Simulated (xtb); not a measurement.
H2O2Zn, charge +1, doublet, from a rough starting geometry (GFN-xTB shapes and energies of metal compounds can be far from the true ones) (a state made from the parent by changing its charge; the spin is typed, not shown lowest); GFN2-xTB run with xtb.

Input for xtb:
```
$ xtb mol.xyz --gfn 2 --chrg 1 --uhf 1 --opt vtight --json

# file mol.xyz
5

Zn    -0.00045198     0.20788177     0.04147426
O      1.27407322    -0.11072575    -1.09449189
H      1.75173887     0.52689760    -1.49763563
O     -1.27689300    -0.47693659     0.98138296
H     -1.78544926    -0.05082472     1.58417382
```

Write the output that xtb gives for this input, abridged.


```
   ID    Z sym.   atoms
    1   30 Zn     1
    2    8 O      2, 4
    3    1 H      3, 5

           -------------------------------------------------
          |                Calculation Setup                |
           -------------------------------------------------

           -------------------------------------------------
          |                 G F N 2 - x T B                 |
           -------------------------------------------------

          ...................................................
          :                      SETUP                      :
          :.................................................:
          :  # basis functions                  14          :
          :  # atomic orbitals                  14          :
          :  # shells                            8          :
          :  # electrons                        15          :
          :  max. iterations                   250          :
          :  Hamiltonian                  GFN2-xTB          :
          :  restarted?                      false          :
          :  GBSA solvation                  false          :
          :  PC potential                    false          :
          :  electronic temp.          300.0000000     K    :
          :  accuracy                    1.0000000          :
          :  -> integral cutoff          0.2500000E+02      :
          :  -> integral neglect         0.1000000E-07      :
          :  -> SCF convergence          0.1000000E-05 Eh   :
          :  -> wf. convergence          0.1000000E-03 e    :
          :  Broyden damping             0.4000000          :
          :  net charge                          1          :
          :  unpaired electrons                  1          :
          ...................................................

 iter      E             dE          RMSdq      gap      omega  full diag
   1     -8.8792327 -0.887923E+01  0.981E+00    2.93       0.0  T
   2     -8.9731562 -0.939236E-01  0.590E+00    6.67       1.0  T
   3     -9.0268623 -0.537060E-01  0.502E+00    3.75       1.0  T
   4     -8.8817064  0.145156E+00  0.623E+00    3.27       1.0  T
   5     -9.0702463 -0.188540E+00  0.328E+00    4.42       1.0  T
   6     -9.1334602 -0.632139E-01  0.836E-01    4.45       1.0  T
   7     -9.1238383  0.962192E-02  0.140E+00    4.49       1.0  T
   8     -9.1354161 -0.115778E-01  0.364E-01    4.53       1.0  T
   9     -9.1362596 -0.843492E-03  0.671E-02    4.51       1.0  T
[...]
 * total energy  :    -9.0816860 Eh     change       -0.1675601E-03 Eh
 * total energy  :    -9.0818589 Eh     change       -0.1728919E-03 Eh
 * total energy  :    -9.0819529 Eh     change       -0.9403219E-04 Eh
 * total energy  :    -9.0820421 Eh     change       -0.8917723E-04 Eh
 * total energy  :    -9.0820689 Eh     change       -0.2682217E-04 Eh
 * total energy  :    -9.0820829 Eh     change       -0.1397114E-04 Eh
 * total energy  :    -9.0820879 Eh     change       -0.4963214E-05 Eh
 * total energy  :    -9.0820913 Eh     change       -0.3452093E-05 Eh
 * total energy  :    -9.0820920 Eh     change       -0.6572458E-06 Eh
 * total energy  :    -9.0820925 Eh     change       -0.4954265E-06 Eh
 * total energy  :    -9.0820929 Eh     change       -0.3696320E-06 Eh
 * total energy  :    -9.0820929 Eh     change       -0.1172524E-07 Eh
   *** GEOMETRY OPTIMIZATION CONVERGED AFTER 15 ITERATIONS ***
         :: total energy              -9.082092866621 Eh    ::
[...]
        13                         -0.0555931              -1.5128
        14                          0.3013777               8.2009
      -------------------------------------------------------------
                  HL-Gap            0.1596115 Eh            4.3433 eV
             Fermi-level           -0.7132548 Eh          -19.4087 eV

     #   Z          covCN         q      C6AA      α(0)
     1  30 Zn       1.475     0.450   119.593    21.362
     2   8 O        1.541    -0.177    17.065     5.573
     3   1 H        0.804     0.452     0.399     0.993
     4   8 O        1.541    -0.177    17.066     5.573
     5   1 H        0.804     0.452     0.399     0.993

 Mol. C6AA /au·bohr⁶  :        407.327032
 Mol. C8AA /au·bohr⁸  :      18628.674316
 Mol. α(0) /au        :         34.493575

Wiberg/Mayer (AO) data.
largest (>0.10) Wiberg bond orders for each atom

 ---------------------------------------------------------------------------
     #   Z sym  total        # sym  WBO       # sym  WBO       # sym  WBO
 ---------------------------------------------------------------------------
     1  30 Zn   1.958 --     4 O    0.970     2 O    0.970
     2   8 O    2.322 --     1 Zn   0.970     3 H    0.781     4 O    0.565
     3   1 H    0.795 --     2 O    0.781
     4   8 O    2.323 --     1 Zn   0.970     5 H    0.781     2 O    0.565
     5   1 H    0.795 --     4 O    0.781
 ---------------------------------------------------------------------------

Topologies differ in total number of bonds
Writing topology from bond orders to xtbtopo.mol

molecular dipole:
                 x           y           z       tot (Debye)
 q only:       -0.014       0.715       0.132
   full:       -0.014       1.250       0.231       3.231
molecular quadrupole (traceless):
                xx          xy          yy          xz          yz          zz
 q only:        6.331       2.256      -7.939     -12.228      -1.838       1.607
  q+dip:        6.319       2.242      -7.920     -12.218      -1.834       1.600
   full:        5.845       1.964      -7.520     -10.722      -1.771       1.674

optimized geometry written to: xtbopt.xyz

           -------------------------------------------------
          | TOTAL ENERGY               -9.082092866621 Eh   |
          | GRADIENT NORM               0.000027820866 Eh/α |
          | HOMO-LUMO GAP               4.343250223689 eV   |
           -------------------------------------------------

normal termination of xtb
```
